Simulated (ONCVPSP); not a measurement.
**Transferability test, ONCV potential for iodine**

iodine, optimised norm-conserving Vanderbilt (ONCV), made with ONCVPSP 4.0.1 (PBE, fully relativistic). Core [Kr] 4d10, reference 5s2 5p5. Waves: 5s: rc 1.75 bohr, ncon 5, nbas 8, qcut 3 1/bohr, local; 5p: rc 1.85 bohr, ncon 4, nbas 7, qcut 3.8 1/bohr, 2 projectors, debl 3.6 Ha. Local part: the s channel. Core correction: polynomial model core, fcfact 0.3.

Open shells are filled in proportion to 2j + 1.

Energies are relative to the spin-unpolarised reference configuration 5s2 5p5; without spin polarisation the order of configurations can differ from experiment.

| valence configuration | charge | ΔE all-electron (eV) | error AE − PS (meV) |
| --- | --- | --- | --- |
| 5s2 5p4 | +1 | 11.157 | -1.6 |
| 5s2 5p3 | +2 | 31.033 | -12 |
| 5s2 5p2 | +3 | 60.396 | -46 |
| 5s2 5p1 | +4 | 99.862 | -123 |
